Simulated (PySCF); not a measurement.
Geometry:
| atom | x (Å) | y (Å) | z (Å) |
| --- | --- | --- | --- |
| C1 | 2.163 | -0.928 | -0.299 |
| O2 | 1.105 | -0.281 | -0.951 |
| C3 | 0.050 | 0.026 | -0.117 |
| C4 | 0.153 | 1.228 | 0.829 |
| C5 | -0.933 | 1.826 | 0.321 |
| C6 | -1.213 | 0.726 | -0.699 |
| C7 | -2.023 | -0.478 | -0.234 |
| C8 | -0.931 | -1.066 | 0.264 |
| F9 | -0.724 | -2.182 | 0.937 |
| H10 | 2.944 | -1.117 | -1.048 |
| H11 | 2.597 | -0.305 | 0.506 |
| H12 | 1.852 | -1.894 | 0.139 |
| H13 | 0.834 | 1.467 | 1.649 |
| H14 | -1.483 | 2.732 | 0.587 |
| H15 | -1.200 | 0.974 | -1.770 |
| H16 | -3.090 | -0.701 | -0.216 |

[PySCF: NMR shieldings at PBE/pcSseg-1/GIAO; structure optimised with PBE0-D3(BJ)/def2-SVP; J couplings at B3LYP/pcJ-1 (spin–dipole term only in couplings to heteroatoms); no solvent model; fast rotation and ring inversion assumed for equivalent nuclei; no relativistic terms; single conformer]

**Question.** List the cross peaks expected in HSQC, COSY and HMBC spectra.

**Answer.** 

HSQC (one-bond C–H):
```csv
δH,δC,"1J(C,H) (Hz)"
7.21 (H13),145.9 (C4),185
7.05 (H14),156.7 (C5),185
5.48 (H16),115.9 (C7),192
3.58 (H10/H11/H12),57.1 (C1),147
3.45 (H15),49.8 (C6),174
```

COSY cross peaks (|J| ≥ 2 Hz):
```csv
δH,δH,abs. J (Hz),bonds
7.21 (H13),7.05 (H14),3.3,3
```

HMBC (two and three bonds, |J| ≥ 2.5 Hz):
```csv
δH,δC [abs. J in Hz]
7.21 (H13),"156.7 (C5) [3.2], 94.8 (C3) [4.0], 49.8 (C6) [13.1]"
7.05 (H14),"145.9 (C4) [3.6], 94.8 (C3) [16.9], 49.8 (C6) [6.1]"
5.48 (H16),"94.8 (C3) [15.1], 49.8 (C6) [3.8]"
3.58 (H10/H11/H12),94.8 (C3) [5.4]
3.45 (H15),"173.1 (C8) [5.9], 156.7 (C5) [2.5], 145.9 (C4) [3.4], 115.9 (C7) [3.4], 94.8 (C3) [6.6]"
```

δ = σ(ref) − σ, references computed at the same level: 1H (σref 31.20), 13C (σref 180.03) vs TMS.

Short H···H contacts in this conformer between protons four or more bonds apart (candidates for NOE cross peaks, intensity ∝ r⁻⁶): H11···H13 2.75 Å.

Common functionals overestimate the size of one-bond C–F couplings by tens of Hz; these are unscaled. Unscaled 3J(H,H) at this level run about 10 % above measured values. Shifts are as computed. Against solution values, carbons near 30 ppm lie about +2 ppm off and those near 130 ppm about +2 ppm. Of 1211 compounds with measured shifts, 218 miss one by over three times the rms of a fit or turn the order of signals round; such compounds aren't used in these exercises.
